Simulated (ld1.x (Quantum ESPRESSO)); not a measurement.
## Configuration tests for Cs (TM)

ld1.x (Quantum ESPRESSO) 7.5 input, shortened:

```
&input
   title='Cs', zed=55., rel=1, dft='PBE', iswitch=3,
   config='[Xe] 5d0 6s1 6p0'
 /
 &inputp
   pseudotype=2, tm=.true., lloc=-1, rcloc=2.35,
   nlcc=.true., rcore=2.30
 /
3
5S  1  0   2.00   0.00  2.60  2.60  0.0
5P  2  1   6.00   0.00  3.20  3.20  0.0
5D  3  2   0.00   0.00  3.80  3.80  0.0
 &test
   configts(1)='5s2 5p6 5d0 6s1 6p0'
 /
```

Occupied shells without a wave of their own: 6s. They enter only through the test configuration that unscreens the potential, and ld1.x also counts them in the model core charge.

Energies are relative to the spin-unpolarised reference configuration 5s2 5p6 5d0 6s1 6p0; without spin polarisation the order of configurations can differ from experiment. The frozen-core shift is the all-electron ΔE with the core orbitals held at their reference shape minus the fully relaxed ΔE.

ld1.x takes every shell without a wave as core, so the model core holds the 6s electrons as well and exchange and correlation see them twice. This cancels in the reference configuration, but the file is broken for other ones, and its errors say nothing about a proper core correction.

```csv
valence configuration,charge,ΔE all-electron (eV),error AE − PS (meV),frozen-core shift (meV)
5s2 5p6 5d0 6s0 6p0,+1,3.864,-335,+0.2
5s2 5p6 5d0 6s0.5 6p0,+0.5,1.471,-115,+0.1
5s2 5p6 5d0 6s0 6p1,0,1.371,-169,0.0
5s2 5p5 5d0 6s1 6p0,+1,17.865,+49,+11
5s2 5p6 5d0.5 6s0.5 6p0,0,0.843,-69,+0.6
5s1 5p6 5d0 6s1 6p0,+1,31.683,+88,+26
5s2 5p6 5d1 6s0 6p0,0,1.672,-146,+1.1
```

Levels in the configuration 5s2 5p6 5d0 6s0.5 6p0:

```csv
level,all-electron (eV),pseudo (eV)
5s,-29.159,-29.300
5p,-15.927,-16.060
6s,-3.834,-4.165
```
